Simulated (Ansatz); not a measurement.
Geometry optimisation, RKS B3LYP-D4/def2-SVP (Ansatz 0.2.0).

Input file:

```yaml
crystal:
  periodic: [false, false, false]
  atoms:
    - { symbol: Ge, position_ang: [0.225628, 0.523426, -0.40969] }
    - { symbol: H, position_ang: [0.030072, -0.029217, 2.29193] }
    - { symbol: H, position_ang: [1.391363, -0.123226, -1.184047] }
    - { symbol: Cl, position_ang: [-1.128132, 1.495593, -1.815671] }
    - { symbol: H, position_ang: [-0.634934, -0.51756, 0.328347] }
    - { symbol: "N", position_ang: [0.916402, 1.968236, 0.57744] }
    - { symbol: H, position_ang: [1.66431, 1.740089, 1.231602] }
    - { symbol: H, position_ang: [0.194648, 2.505875, 1.053656] }
    - { symbol: H, position_ang: [0.314143, 0.628884, 2.310634] }
basis:
  gaussian: { orbitals: def2-SVP }
hamiltonian:
  xc: b3lyp
  dispersion: d4
relax:
  f_tol: 0.03
  max_steps: 50
```

Launched with:

```bash
$ ansatz run input.yaml --threads 2 --pin off --max-ram 3072MiB --backend cpu --events-out ev --progress --plain --runs-dir out
```

Question: Where does it end, and by what steps?

Answer: The run converged. The force dipped under the threshold on the way, but the program's further checks kept it going. After 26 steps the energy has fallen by 0.487 eV; H2 moved furthest, 1.71 Å.

```tsv
step	energy less start (eV)	largest force component (eV/Å)	accepted
0	0.0000	1.677	yes
1	-0.1833	0.321	yes
2	-0.2591	0.255	yes
3	-0.2988	0.145	yes
4	-0.3117	0.214	yes
5	-0.3217	0.324	yes
6	-0.3339	0.416	yes
7	-0.3530	0.632	yes
8	-0.3110	2.459	no
9	-0.3810	0.647	yes
10	-0.4099	1.053	yes
11	-0.4480	0.789	yes
12	-0.4719	0.144	yes
13	-0.4715	0.297	no
14	-0.4743	0.082	yes
15	-0.4777	0.063	yes
16	-0.4778	0.108	yes
17	-0.4795	0.090	yes
18	-0.4812	0.069	yes
19	-0.4821	0.170	yes
20	-0.4831	0.119	yes
21	-0.4846	0.049	yes
22	-0.4856	0.068	yes
23	-0.4860	0.069	yes
24	-0.4863	0.046	yes
25	-0.4865	0.025	yes
26	-0.4866	0.020	yes
```

```xyz
9
Properties=species:S:1:pos:R:3
Ge 0.065 0.597 -0.802
H 0.841 0.133 3.788
H 1.251 -0.320 -1.132
Cl -0.175 1.956 -2.513
H -1.278 -0.122 -0.622
N 0.451 1.483 0.751
H 1.344 1.975 0.761
H -0.275 2.115 1.084
H 0.749 0.376 3.069
```

The run took 23 s on 2 threads of AMD EPYC 9R45 96-Core Processor (Zen 5) (shared host), peak memory 0.22 GiB.
